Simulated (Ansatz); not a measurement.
Consider the homolysis of the Al–O bond: `[NH2][Al]([OH])[F]` → `[NH2][Al][F]`• + `[OH]`•.

Calculated with Ansatz (gas phase, PBE0-D4/def2-TZVP geometries, no zero-point term in ΔE). CCSD(T)/CBS is the MP2 limit (def2-TZVPP, def2-QZVPP) plus CCSD(T) − MP2 in def2-TZVPP, frozen cores. This one scheme is used for every species. Functionals use def2-TZVPP. No spin–orbit coupling; open shells (•) take unrestricted orbitals. Each species was taken in one conformer, which may not be the lowest.

`[NH2][Al]([OH])[F]`:

```xyz
7

N     0.415    0.834    0.787
Al    0.031   -0.102   -0.647
O    -0.874   -1.524   -0.657
F     0.589    0.437   -2.096
H     0.957    1.681    0.772
H     0.134    0.611    1.726
H    -1.251   -1.938    0.116
```

`[NH2][Al][F]`•:

Z-matrix (Å, degrees):
```
N
Al 1 1.765
H 1 1.009 2 124.2
H 1 1.007 2 124.8 3 180.0
F 2 1.658 1 117.4 3 -0.0
```

`[OH]`•:

```xyz
2

O    -0.414   -0.077   -0.244
H     0.414    0.077    0.244
```

**Question.** What is ΔE at CCSD(T)/CBS? (An estimate is asked.)

**Answer.** Ansatz gave: +558.4 kJ/mol.

**Question.** What do these levels give: B97M-V, CAM-B3LYP-D4, B2PLYP, revPBE, BLYP, r2SCAN, r2SCAN0, MP2/def2-TZVPP, SCS-MP2/def2-TZVPP, CCSD/def2-TZVPP, HF/def2-QZVPP, CCSD/CBS(def2)? (Best estimate.)

**Answer.** Computed: B97M-V 543.6, CAM-B3LYP-D4 544.2, B2PLYP 542.0, revPBE 505.8, BLYP 523.0, r2SCAN 529.0, r2SCAN0 521.3, MP2/def2-TZVPP 569.9, SCS-MP2/def2-TZVPP 559.1, CCSD/def2-TZVPP 535.5, HF/def2-QZVPP 408.3, CCSD/CBS(def2) 550.5 kJ/mol.

Largest T1 diagnostic among the species: 0.014.

From r2SCAN to r2SCAN0 (25 % exact exchange), in def2-TZVPP and without D4, ΔE moves by −7.8 kJ/mol: exact exchange takes away binding that semilocal exchange gives to molecules. At CCSD(T), def2-SVP lies −36.1 kJ/mol from the extrapolated value and def2-TZVPP −14.9 kJ/mol: correlation converges slowly with the basis, and small sets miss more of it in the bonded molecule than in its fragments.
